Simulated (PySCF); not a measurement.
C3H5BFNO, SMILES CB(F)/C=N/C=O. The structure is a stationary point at PBE-D3(BJ)/def2-SVP. The structure was generated by enumeration; whether it is a known compound was not checked. Other conformers were not sampled.

Computed equilibrium geometry at PBE-D3(BJ)/def2-SVP (PySCF confirms it by a frequency run) as bond lengths and angles (one conformer of several):
Atoms: C1 B2 F3 C4 N5 C6 O7 H8 H9 H10 H11 H12. Bonds (Å): C1–B2 1.564, C1–H8 1.110, C1–H9 1.106, C1–H10 1.115, B2–F3 1.335, B2–C4 1.594, C4–N5 1.286, C4–H11 1.119, N5–C6 1.390, C6–O7 1.217, C6–H12 1.130. Angles (°): B2–C1–H8 111.9, B2–C1–H9 113.7, B2–C1–H10 108.0, H8–C1–H9 109.7, H8–C1–H10 105.2, H9–C1–H10 107.9, C1–B2–F3 120.9, C1–B2–C4 122.3, F3–B2–C4 116.8, B2–C4–N5 120.8, B2–C4–H11 119.7, N5–C4–H11 119.5, C4–N5–C6 126.4, N5–C6–O7 124.8, N5–C6–H12 111.3, O7–C6–H12 123.6.
Charge 0, spin multiplicity 1.
